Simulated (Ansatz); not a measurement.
`[SH][SnH2][SeH]` + `[AlH2][CH2]Cl` → `Cl[CH2][AlH][SeH]` + `[SH][SnH3]`  (formal exchange of groups at the Se–Sn bond)

Isolated molecules relaxed with PBE0-D4/def2-TZVP in Ansatz; ΔE leaves out vibrations. CCSD(T)/CBS adds triple-zeta CCSD(T) − MP2 to the extrapolated MP2 energy (def2 sets, frozen cores). DFT in def2-TZVPP. B3LYP here is the variant with VWN-RPA as its local correlation; programs differ in this. def2 core potentials past Kr. For Se, Sn outer-core shells are correlated without core-valence functions, which leaves a few kJ/mol of doubt a bond. Scalar relativity is left out up to krypton. One conformer a species, not always the lowest.

(1) Is it downhill or uphill in electronic energy at CCSD(T)/CBS, and by how much? (An estimate is asked.)

(2) What do these levels give: PBE-D4, r2SCAN-D4, B3LYP-D4, ωB97M-V, r2SCAN, PBE0, B3LYP, MP2/def2-TZVPP, HF/def2-QZVPP, SCS-MP2/def2-QZVPP, HF/CBS(def2), CCSD/CBS(def2)? (An estimate is asked.)

Largest T1 diagnostic among the species: 0.012.

Results:

(1) The calculation gave: Downhill: ΔE = -12.1 kcal/mol.

(2) Ansatz gave: PBE-D4 -12.9, r2SCAN-D4 -13.6, B3LYP-D4 -11.8, ωB97M-V -12.9, r2SCAN -13.5, PBE0 -13.1, B3LYP -11.7, MP2/def2-TZVPP -13.4, HF/def2-QZVPP -10.8, SCS-MP2/def2-QZVPP -11.7, HF/CBS(def2) -10.7, CCSD/CBS(def2) -11.9 kcal/mol.

In def2-TZVPP, CCSD(T) changes the Hartree–Fock value by −2.7 kcal/mol (the triples alone add −0.2 kcal/mol) and MP2 by −2.2 kcal/mol.
